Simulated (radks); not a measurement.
The numbers below are computed, except where a source is named.
Valence configurations of the samarium ion Sm3+ (all share [Xe]). Level of theory: Dirac Kohn-Sham, PBEsol, spin-unpolarised, spherical densities, finite nucleus; open shells fill j = l - 1/2 first; Fermi nuclear charge, rms radius 5.0819 fm (a radial shooting solver on a logarithmic mesh with Libxc functionals). Energies are relative to 4f5; eigenvalues in eV.

valence          E (eV)  e(4f5/2)  e(5d3/2)  e(6p1/2)  e(6s1/2)
4f5               0.000   -32.615         -         -         -
4f4.5 5d0.5       4.601   -35.976   -25.538         -         -
4f4 5d1          10.472   -39.531   -26.456         -         -
4f4 6s1          14.560   -42.777         -         -   -24.261
4f4 6p1          19.420   -43.680         -   -19.908         -
4f3.5 5d1 6p0.5  22.360   -45.365   -28.855   -19.273         -
4f3.5 6p1.5      32.487   -49.608         -   -21.052         -
4f3 6s1 6p1      42.749   -54.906         -   -21.690   -26.970
4f3 6p2          48.030   -55.766         -   -22.104         -
4f2.5 6s1 6p1.5  60.689   -61.300         -   -22.711   -28.211

NIST lists [Xe] 4f5 as the ground configuration; this level of theory agrees among the configurations tried. The energies are those of spherical spin-averaged densities, not of single terms.
